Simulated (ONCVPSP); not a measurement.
**Transferability test, ONCV potential for Co (Z = 27)**

- Element: cobalt
- Generator: ONCVPSP 4.0.1
- Type: optimised norm-conserving Vanderbilt (ONCV)
- Functional: PBEsol
- Relativity: scalar-relativistic
- Frozen core: [Ne]
- Valence charge: 17
- Reference configuration: 3s2 3p6 3d7 4s1.5 (charge +0.5)
- Partial waves: 3s+4s: rc 1.10 bohr, ncon 4, nbas 7, qcut 9.4 1/bohr, 2 projectors; 3p: rc 0.80 bohr, ncon 4, nbas 7, qcut 8.7 1/bohr, 2 projectors, debl 2.4 Ha; 3d: rc 1.05 bohr, ncon 3, nbas 8, qcut 12.4 1/bohr, 2 projectors, debl 1.5 Ha
- Local potential: polynomial inside 0.60 bohr (lpopt 5, dvloc0 1 Ha)
- Core correction: Teter function, fcfact 2.75, rcfact 1.3

In the p channel the program set the typed energies aside and used -2.563, 0.250 Ha.

Energies are relative to the spin-unpolarised reference configuration 3s2 3p6 3d7 4s1.5; without spin polarisation the order of configurations can differ from experiment.

(1) Give the all-electron excitation energy and the error of the potential for: 3s2 3p6 3d7 4s2; 3s2 3p6 3d7 4s1; 3s2 3p6 3d7 4s0; 3s2 3p6 3d6 4s2 4p1.

Levels in the configuration 3s2 3p6 3d6 4s2 4p1:

```tsv
level	all-electron (eV)	pseudo (eV)
3s	-110.075	-110.090
3p	-73.257	-73.270
3d	-15.183	-15.152
4s	-7.795	-7.798
4p	-2.619	-2.620
```

Results:

(1)

```csv
valence configuration,charge,ΔE all-electron (eV),error AE − PS (meV)
3s2 3p6 3d7 4s2,0,-3.613,+0.4
3s2 3p6 3d7 4s1,+1,5.433,-0.3
3s2 3p6 3d7 4s0,+2,22.131,+0.2
3s2 3p6 3d6 4s2 4p1,0,6.079,+11
```
